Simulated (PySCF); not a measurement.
How methods differ on the ionisation energy of Lu⁴⁵⁺

Lu⁴⁵⁺ [Ar] 3d8 [3d3/2^4 3d5/2^4, M_J = 4] → Lu⁴⁶⁺ [Ar] 3d7 [3d3/2^4 3d5/2^3, M_J = 9/2], as a difference of total energies. All numbers are calculated (PySCF 2.14, the two-component X2C-1e Hamiltonian, in an uncontracted even-tempered set (16 s from 11 bohr⁻², ratio 2.8; 13 p from 14 bohr⁻², ratio 2.8; 8 d from 14 bohr⁻², ratio 2.8; 3 f from 51 bohr⁻², ratio 3)). Correlated levels: [Ne] frozen; the 80 highest virtual spinors dropped. "Screened" scales the spin-orbit matrix elements by Boettger's factors to mimic the two-electron term; Breit and QED terms are absent.

```csv
method,ionisation energy (eV)
GHF (spin-free),3850.1
GMP2 (spin-free),3851.3
GHF (screened spin-orbit),3830.1
GMP2 (screened spin-orbit),3831.2
```

Breit and QED terms and the two-electron picture change are absent.

The spin-free rows relax to the high-spin LS determinant and lack the spin-orbit shift.

The labels give the starting determinants; with spin-orbit coupling the two ends relaxed to ⟨J²⟩ = 20.00, ⟨L²⟩ = 13.04, ⟨S²⟩ = 1.80 and ⟨J²⟩ = 24.75, ⟨L²⟩ = 15.77, ⟨S²⟩ = 2.59.

For comparison: 3828 ± 4 eV (theoretical estimate listed by NIST; NIST Atomic Spectra Database, ionization energies).
